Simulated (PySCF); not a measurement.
Cd(Cl)(SiH3) (CdClH3Si), SMILES [SiH3][Cd][Cl]. Atoms are numbered in the order given.

```xyz
6

Cd     0.0000     0.0000    -0.0536
Cl     0.0000     0.0000    -2.3814
Si     0.0000     0.0000     2.4425
H      1.2046     0.6955     2.9534
H      0.0000    -1.3910     2.9534
H     -1.2046     0.6955     2.9534
```

Geometry: B3LYP-D3(BJ)/def2-TZVP. The def2 effective core potentials stand for the cores of Cd; spin–orbit coupling is left out.

Method: PySCF with B3LYP-D3(BJ)/def2-TZVP.

Frequencies are harmonic and unscaled.

Modes within 1.5 cm⁻¹ of each other (mostly degenerate sets) share a row, with their intensities summed.

Computed normal modes with their intensities:
| mode | ν (cm⁻¹) | IR (km/mol) | moving atoms (share of kinetic energy) |
|---|---|---|---|
| 1–2 | 74 | 10.0 | Cd 36 %, Cl 33 %, Si 24 % |
| 3 | 271 | 10.6 | Si 63 %, Cl 29 % |
| 4 | 361 | 54.4 | Cl 51 %, Cd 35 %, Si 11 % |
| 5–6 | 471 | 5.5 | H 90 %, Si 9 % |
| 7 | 861 | 370.9 | H 91 %, Si 9 % |
| 8–9 | 952 | 91.6 | H 97 % |
| 10 | 2215 | 69.8 | H 99 % |
| 11–12 | 2230 | 154.1 | H 96 % |
